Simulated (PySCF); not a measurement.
Structure from NMR data

The spectra below were simulated for a compound C6H6FNO.

1H NMR (300 MHz, computed): δ 4.87 (m, 1H), 3.44 (m, 1H), 3.37 (m, 1H), 2.08 (s, 3H).

13C{1H} NMR (computed): δ 163.2 (C), 119.4 (C), 112.3 (C), 101.1 (CH), 51.8 (CH2), 16.1 (CH3).

Method: shielding tensors at PBE0/pcSseg-1 (GIAO), GFN2-xTB structure, in PySCF 2.14 (no solvent, one computed conformer, no relativistic terms, one averaged value for each set of equivalent atoms).

References, each an isolated molecule treated in the same way: 1H (31.72 ppm) and 13C (186.93 ppm) vs TMS.

Question: Choose the structure that fits.
A. CC(=O)/C(=C\C#N)CF
B. C=C(CF)c1cocn1
C. Fc1conc1C1CC1
D. CC1=CC[C@@](F)(C#N)O1

Answer: D. 

1. The formula gives 4 degrees of unsaturation (1 ring in the answer).
2. 6 carbon signals for 6 carbons: no two carbons are equivalent.
3. Carbon types of the structure: 3 × C, 1 × CH, 1 × CH2, 1 × CH3, which accounts for all hydrogens.
4. δC 163.2: alkene carbon bearing oxygen; an sp2 carbon further deshielded by the attached heteroatom.
5. δC 119.4: nitrile carbon; this is the usual window of a C≡N carbon, which has no attached hydrogen.
6. δC 112.3: fully substituted sp3 carbon bonded to F and O, α to a nitrile; 2 electronegative neighbours deshield it.
7. δC 101.1: β carbon of an enol-ether or enamine type C=C; the O or N lone pair pushes π density onto this β carbon and shields it.
8. δC 51.8: allylic sp3 CH2; saturated and bonded to C and H only.

The others: CC(=O)/C(=C\C#N)CF would give 3 signals for carbon-bound and other non-exchanging H, not 4; Fc1conc1C1CC1 would give 5 carbon signals, not 6; C=C(CF)c1cocn1 would give 5 signals for carbon-bound and other non-exchanging H, not 4.

Splittings by 19F in the carbon and heteronuclear signals aren't shown, as no couplings were computed. Shifts are as computed. Against solution values, carbons near 30 ppm lie about +3 ppm off and those near 130 ppm about +5 ppm. Of 1211 compounds with measured shifts, 218 miss one by over three times the rms of a fit or turn the order of signals round; such compounds aren't used in these exercises. No couplings were computed; multiplicities are counted from neighbouring protons, with m where these are inequivalent, close in shift, in a saturated or five-membered ring or joined by F or P, and br s for small geminal =CH2 splittings.
